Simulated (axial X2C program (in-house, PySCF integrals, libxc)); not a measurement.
The numbers below are computed, except where a source is named.
# TaP: input and output

Program: an in-house relativistic program for diatomic molecules.

Input file and command:
```json
{"zs": [73, 15], "q": 0, "bas": ["dyall-cv3z", "dyall-v3z"], "levels": ["PBE0", "HF", "PW91"], "cc": true, "r0": 2.28, "thr": -2.0, "nmax": 110, "npts": 10, "nst": 2, "ntry": 8}
```
```bash
python so2c.py task.json out
```

Keys: zs atomic numbers; q charge; bas basis sets; levels methods; cc coupled cluster on or off; r0 starting distance in Å; thr threshold in hartree for freezing inner shells (an s shell follows its p shell); nmax most natural virtual spinors; npts points on the curve; nst determinants followed; ntry starts of the search. HF also brings MP2.

Output of the HF step, 2c, at R = 2.148 Å for the state Ω = 1. It starts from PBE0 orbitals of this distance.

```
two-component X2C + atomic mean field  HF
basis functions 231  fitting functions 1197  grid points 5078
iter        total energy     max residual
   1     -15939.880933857     5.42e-01
   2     -15939.930283825     2.47e-02
   3     -15939.933373307     2.64e-02
   4     -15939.937406683     5.99e-03
   5     -15939.939252545     6.69e-03
   6     -15939.941229986     5.41e-03
   7     -15939.942745293     4.97e-03
   8     -15939.946391515     2.79e-03
   9     -15939.948078710     1.32e-03
  10     -15939.948126444     1.85e-03
  11     -15939.948511674     1.11e-03
  12     -15939.948656917     9.15e-04
  13     -15939.948824321     6.76e-04
  14     -15939.948918132     3.49e-04
  15     -15939.948947596     1.81e-04
  16     -15939.948951523     1.15e-04
  17     -15939.948952675     5.85e-05
  18     -15939.948953051     4.01e-05
  19     -15939.948953336     2.30e-05
  20     -15939.948953505     8.94e-06
  21     -15939.948953546     6.20e-06
  22     -15939.948953558     4.31e-06
  23     -15939.948953561     3.63e-06
  24     -15939.948953562     2.81e-06
converged
one-electron -22415.32869860  Coulomb 6557.48725928  exact exchange -338.47481685  xc functional 0.00000000  nuclear repulsion 269.76212568  atomic mean-field constant -13.39482307
correlated 18  virtual 286  natural virtual 110  E(MP2) -0.477528358  MP2 remainder -0.030989914
iter   CCSD correlation   residual
   1     -0.439695786   1.92e-01
   2     -0.453499768   1.10e-01
   3     -0.462990031   6.47e-02
   4     -0.466777130   4.11e-02
   5     -0.469903942   2.26e-02
   6     -0.470531932   8.01e-03
   7     -0.470699722   3.44e-03
   8     -0.470759955   1.57e-03
   9     -0.470727445   8.14e-04
  10     -0.470748213   4.01e-04
  11     -0.470739876   2.05e-04
  12     -0.470745081   1.08e-04
  13     -0.470742947   5.86e-05
  14     -0.470741898   3.12e-05
  15     -0.470740850   1.78e-05
  16     -0.470740125   9.63e-06
  17     -0.470739829   4.76e-06
  18     -0.470739762   2.65e-06
  19     -0.470739691   1.49e-06
  20     -0.470739706   8.31e-07
(T) -0.028054887  T1 0.0921  D1 0.2112  max T2 0.065
```
Energies are in hartree; totals compare only within one Hamiltonian and basis. T1 is large, a sign of multireference character or of a spin-contaminated reference. T1 in the output is the amplitude norm over the root of the electron number; divide by √2 for the Lee–Taylor value. The determinant is spin-polarised beyond a pure state at some levels (its spin-free form has ⟨S²⟩ too high), which makes Re and μ there less reliable.
